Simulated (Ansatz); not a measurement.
CH4BrClGe, SMILES `Cl[CH]([GeH3])Br`, relaxed with RKS PBE-D4/def2-SVP in Ansatz from a rough embedded geometry. The force threshold is 0.03 eV/Å; the program also tests the step.

Total charge 0; spin multiplicity 1.

Start:

```xyz
8

Cl   -1.756   -1.353    0.175
C    -0.548   -0.267    0.765
Ge    0.615    0.158   -0.699
Br   -1.307    1.365    1.430
H     0.034   -0.724    1.597
H     1.320   -1.149   -1.217
H     1.767    1.151   -0.216
H    -0.126    0.819   -1.835
```

| step | energy (eV) | largest force (eV/Å) | largest move (Å) |
| --- | --- | --- | --- |
| 1 | -140142.8687 | 2.111 | 0.000 |
| 2 | -140143.0337 | 0.572 | 0.078 |
| 3 | -140143.0554 | 0.186 | 0.036 |
| 4 | -140143.0573 | 0.074 | 0.014 |
| 5 | -140143.0577 | 0.012 | 0.006 |

End:

```xyz
8

Cl   -1.786   -1.420    0.207
C    -0.538   -0.260    0.759
Ge    0.696    0.177   -0.743
Br   -1.325    1.399    1.467
H    -0.019   -0.724    1.618
H     1.330   -1.149   -1.238
H     1.787    1.140   -0.213
H    -0.145    0.837   -1.857
```

It took 7.5 s on 4 threads of a server CPU on a shared host, with 0.2 GiB of host memory at the peak.
